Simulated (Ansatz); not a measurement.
`F[SiH2]N[SiH3]` + `BC[SiH3]` → `BC([SiH3])[SiH2]F` + `N[SiH3]`  (formal exchange of groups at the Si–N bond)

Computed with Ansatz on PBE0-D4/def2-TZVP structures; ΔE is electronic, products minus reactants. CCSD(T)/CBS is the MP2 limit (def2-TZVPP, def2-QZVPP) plus CCSD(T) − MP2 in def2-TZVPP, frozen cores. This one scheme is used for every species. Functionals use def2-TZVPP. Each species was taken in one conformer, which may not be the lowest.

| level | ΔE (kJ/mol) |
| --- | --- |
| PBE-D4 | 52.3 |
| r2SCANh-D4 | 57.9 |
| CAM-B3LYP-D4 | 64.4 |
| B2PLYP | 64.8 |
| revPBE | 56.9 |
| MP2/def2-TZVPP | 58.9 |
| SCS-MP2/def2-TZVPP | 62.5 |
| SCS-MP2/def2-QZVPP | 62.4 |

What does CCSD(T)/CBS give? (Best estimate.)

Ansatz gave: +58.7 kJ/mol. The listed levels differ from it by -6.4, -0.8, 5.7, 6.1, -1.8, 0.2, 3.8, 3.7 kJ/mol.

Largest T1 diagnostic among the species: 0.012.

The D4 term adds −4.7 kJ/mol with B3LYP and −2.6 kJ/mol with PBE0; it sums over pairs of atoms, weighted by their polarisabilities, and B3LYP, whose exchange is more repulsive, gets the larger term. In def2-TZVPP, CCSD(T) changes the Hartree–Fock value by −15.7 kJ/mol (the triples alone add −2.3 kJ/mol) and MP2 by −16.2 kJ/mol. Leaving LDA and LC-ωPBE aside and taking each functional with its dispersion term where it has one, the values, not all of them listed here, spread over 13.0 kJ/mol, from revPBE-D4 to B2PLYP. LDA lies −3.1 kJ/mol from PBE without D4.

B3LYP here is the variant with VWN-RPA as its local correlation; programs differ in this.
